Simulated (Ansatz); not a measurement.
Input and output for CdH5NOSi, SMILES `[NH2][Cd][O][SiH3]`.

```yaml
crystal:
  periodic: [false, false, false]
  atoms:
    - {symbol: N, position_ang: [-0.651688, 2.678354, -1.236303]}
    - {symbol: Cd, position_ang: [0.132331, 0.965925, -0.569833]}
    - {symbol: O, position_ang: [0.832609, -0.729088, 0.121369]}
    - {symbol: Si, position_ang: [0.252025, -1.967732, 0.989721]}
    - {symbol: H, position_ang: [-0.132135, 3.480404, -0.897100]}
    - {symbol: H, position_ang: [-0.623829, 2.729340, -2.248684]}
    - {symbol: H, position_ang: [-0.878236, -2.660532, 0.298893]}
    - {symbol: H, position_ang: [1.332643, -2.966149, 1.218805]}
    - {symbol: H, position_ang: [-0.263720, -1.530511, 2.323123]}
basis:
  gaussian: {orbitals: def2-mTZVPP, nuclear_model: gaussian}
magnetization: {spin_polarized: true, initial_magnetization: 2}
hamiltonian: {xc: {name: B2GP-PLYP}}
output: {forces: true}
```

```sh
$ ansatz run in.yaml --threads 4 --pin off --events-out ev --progress --plain --max-ram 10444MiB
```

Output, abridged:

```
Functional definition: B2GP-PLYP
1305 factors; integrals over basis functions are off by at most 1.2e-3 eV
mean field evaluation 1: about -16028.5444 eV, gradient 4.1e1 eV
mean field evaluation 2: about -16028.6100 eV, gradient 4.1e1 eV
mean field evaluation 4: about -16033.7166 eV, gradient 1.7e1 eV
mean field evaluation 8: about -16035.2373 eV, gradient 6.2e-1 eV
mean field evaluation 16: about -16035.2524 eV, gradient 9.2e-3 eV
mean field -16035.25238830 eV, -589.2846561854 hartree, gradient 7.8e-6 eV, S^2 2.008762; 0 other end points of the search recorded, 0 dependent functions left out
7 core orbitals not correlated, not the lowest: weight in the atoms' cores, before any rotation towards them, 1.000 or more for the frozen orbitals, at most 0.000 for the correlated occupied ones
reference -16035.25252666 eV, -589.2846612703 hartree; 21, 19 occupied and 105, 107 virtual orbitals, 1305 factors
second order -22.02236128 eV of doubles, -0.00000000 eV of singles
mean field evaluation 32: about -16035.2524 eV, gradient 7.8e-6 eV
Total energy: -16043.18057672 eV, -589.5760117362 hartree
Atom 0 at    -0.651688     2.678354    -1.236303 Å, force    -0.455302     2.626609    -1.293872 eV/Å
Atom 1 at     0.132331     0.965925    -0.569833 Å, force     0.996674    -2.347228     0.938068 eV/Å
Atom 2 at     0.832609    -0.729088     0.121369 Å, force     0.490985    -1.276826     0.537931 eV/Å
Atom 3 at     0.252025    -1.967732     0.989721 Å, force    -0.016939    -0.339341     0.187611 eV/Å
Atom 4 at    -0.132135     3.480404    -0.897100 Å, force    -0.316622     0.961068     0.337277 eV/Å
Atom 5 at    -0.623829     2.729340    -2.248684 Å, force    -0.698759     0.377528    -0.710828 eV/Å
Atom 6 at    -0.878236    -2.660532     0.298893 Å, force     0.141450     0.051565     0.135042 eV/Å
Atom 7 at     1.332643    -2.966149     1.218805 Å, force    -0.194225     0.058393     0.027433 eV/Å
Atom 8 at    -0.263720    -1.530511     2.323123 Å, force     0.052737    -0.111767    -0.158662 eV/Å
Dipole moment:    -0.476630     1.207776    -0.496703 e Å
```

Run time 11 s (4 threads of an Intel Xeon Platinum 8259CL on a shared host); peak host memory 0.89 GiB.
